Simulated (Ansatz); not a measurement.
Mulliken charges of Cl3GaH2S, SMILES `[SH2+][Ga-]([Cl])([Cl])[Cl]` from r2SCAN/def2-TZVPP in Ansatz (PBE0-D4/def2-TZVP geometry).

| atom | x (Å) | y (Å) | z (Å) | charge (e) |
| --- | --- | --- | --- | --- |
| S1 | -0.851 | 0.769 | 1.065 | -0.026 |
| Ga2 | 0.402 | -0.825 | -0.430 | 0.588 |
| Cl3 | 1.715 | -1.685 | 1.030 | -0.281 |
| Cl4 | -1.257 | -1.988 | -1.132 | -0.282 |
| Cl5 | 1.271 | 0.567 | -1.819 | -0.293 |
| H6 | -1.394 | 1.464 | 0.049 | 0.147 |
| H7 | 0.176 | 1.630 | 1.191 | 0.147 |

Question: By hand: the dipole of these point charges (1 e Å = 4.8032 D).

Answer: Σ q r = (-0.420, 0.818, 0.465) e Å, of length 1.030 e Å = 4.95 D.

Question: How does the dipole of the full density compare? (An estimate is asked.)

Answer: Ansatz gave: (-0.406, 0.791, 0.446) e Å, 4.78 D; the point charges give 1.04 times that, at 0° from its direction.

Point charges leave out the atoms' own dipoles, such as those of lone pairs, and Mulliken's split depends on the basis, so the close match here is no proof of good charges.
